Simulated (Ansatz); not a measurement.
**How methods differ on CH2GeN (SMILES N#[C][GeH2])**

CH2GeN has 5 atoms, charge 0, and is taken as a doublet. As SMILES, `N#[C][GeH2]`. Geometry: optimised at wB97X-V/def2-SVP.

| atom | x (Å) | y (Å) | z (Å) |
| --- | --- | --- | --- |
| N | 1.5942 | -1.0322 | 1.3038 |
| C | 0.8451 | -0.5393 | 0.5671 |
| Ge | -0.3174 | 0.2432 | -0.7497 |
| H | -1.6617 | -0.4928 | -0.6945 |
| H | -0.4101 | 1.7478 | -0.4680 |

Each level gives the dissociation energy of the C2–N1 bond into singlet CH2Ge and quartet N (shapes relaxed at wB97X-V/def2-SVP, no zero-point term) (eV). The values are calculated.

```tsv
level	kind	program	value (eV)	less CCSD(T)/def2-TZVPP
UHF/def2-TZVPP	Hartree–Fock	Ansatz	6.79	-1.85
UPBE/def2-TZVPP	GGA	Ansatz	9.39	+0.75
U-r2SCAN/def2-TZVPP	meta-GGA	Ansatz	9.06	+0.42
UB3LYP/def2-TZVPP	global hybrid	Ansatz	9.04	+0.40
U-wB97M-V/def2-TZVPP	range-separated hybrid	Ansatz	9.13	+0.49
UMP2/def2-TZVPP	perturbation theory	Ansatz	9.28	+0.64
UCCSD(T)/def2-TZVPP	coupled cluster or CI	Ansatz	8.64	0.00
```

UCCSD(T)/def2-TZVPP is the highest level here, not the true value. All-electron rows without a relativistic Hamiltonian named are non-relativistic. The values span 6.79 to 9.39 eV. Hartree–Fock misses the correlation of the electron pair that is broken and comes out low. A fragment with an even electron count was run as a singlet and may have a lower triplet. Measured bond enthalpies also hold zero-point and thermal terms, a few tenths of an eV less. In the correlated wave-function rows the outer d shell of Ge is correlated, in sets not made for it.
